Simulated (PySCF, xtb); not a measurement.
hexafluoroethane (C₂F₆), SMILES FC(F)(F)C(F)(F)F.

GFN2-xTB (xtb) at its own geometry gives an orbital gap of 12.91 eV and a dipole moment of 0.00 D.

The structure is a stationary point at PBE0-D3(BJ)/def2-SVP.

Q: What does M06-2X/def2-TZVP (PySCF) give? (An estimate is asked for; the answer gives what the named calculation found.)

A: gap 16.50 eV (levels -13.18 and 3.32 eV), dipole 0.00 D.
